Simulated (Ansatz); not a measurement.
Consider the cleavage of the Si–Ge bond: `O[SiH]([SiH3])[GeH3]` + HCl → `O[SiH]([SiH3])Cl` + GeH₄.

Program: Ansatz. Geometries: PBE0-D4/def2-TZVP. ΔE: electronic, gas phase. CCSD(T)/CBS adds triple-zeta CCSD(T) − MP2 to the extrapolated MP2 energy (def2 sets, frozen cores). This one scheme is used for every species. DFT in def2-TZVPP. For Ge outer-core shells are correlated without core-valence functions, which leaves a few kJ/mol of doubt a bond. Scalar relativity is left out up to krypton. One conformer a species, not always the lowest.

CCSD(T)/CBS gives -0.98 eV.

(1) Another level gave -1.00 eV. Which?
A. PBE/def2-TZVPP
B. HF/def2-TZVPP
C. SCS-MP2/def2-TZVPP
D. r2SCAN/def2-TZVPP

Largest T1 diagnostic among the species: 0.013.

Results:

(1) D. r2SCAN -1.00, SCS-MP2/def2-TZVPP -1.05, HF/def2-TZVPP -1.20, PBE -0.90 eV.

From PBE to PBE0 (25 % exact exchange), in def2-TZVPP and without D4, ΔE moves by −0.05 eV. The D4 term adds +0.03 eV with B3LYP and +0.02 eV with PBE0; it sums over pairs of atoms, weighted by their polarisabilities, and B3LYP, whose exchange is more repulsive, gets the larger term. In def2-TZVPP, CCSD(T) changes the Hartree–Fock value by +0.24 eV (the triples alone add +0.02 eV) and MP2 by +0.17 eV.

B3LYP here is the variant with VWN-RPA as its local correlation; programs differ in this.
